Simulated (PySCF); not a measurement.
In(F)3 cation (F3In), SMILES [F][In]([F])[F] (connectivity only; charge and spin as stated), charge +1, multiplicity 2. Atoms are numbered in the order given.

```xyz
4

In     0.0000     0.0000    -0.1930
F      0.0000    -1.0241     1.5676
F      0.0000     0.0000    -2.0844
F      0.0000     1.0241     1.5676
```
Charge +1, spin multiplicity 2.

The structure is a stationary point at B3LYP-D3(BJ)/def2-SVP. The multiplicity is an assumed one; other spin states were not compared. The isomer is the one that the SMILES or the coordinates give; other isomers of the formula were not compared. The def2 effective core potentials stand for the cores of In; spin–orbit coupling is left out.

The numbers are results of CAM-B3LYP/def2-TZVPD (PySCF), not measurements.

Mulliken values depend strongly on the basis, most of all with diffuse functions as here. ESP charges are fitted to the potential on shells at 1.4 to 2.0 van der Waals radii. Atomic charges (e):

```json
[
 {"atom": "In1", "Mulliken": "1.73", "ESP fit": "…", "Mulliken spin": "-0.03"},
 {"atom": "F2", "Mulliken": "-0.20", "ESP fit": "…", "Mulliken spin": "0.52"},
 {"atom": "F3", "Mulliken": "-0.33", "ESP fit": "…", "Mulliken spin": "-0.01"},
 {"atom": "F4", "Mulliken": "-0.20", "ESP fit": "…", "Mulliken spin": "0.52"}
]
```

**Question.** Fill in the missing entries. (The exact figures need the calculation; the answer reports its results.)

**Answer.** 
- In1, ESP fit: 1.56
- F2, ESP fit: -0.13
- F3, ESP fit: -0.30
- F4, ESP fit: -0.13
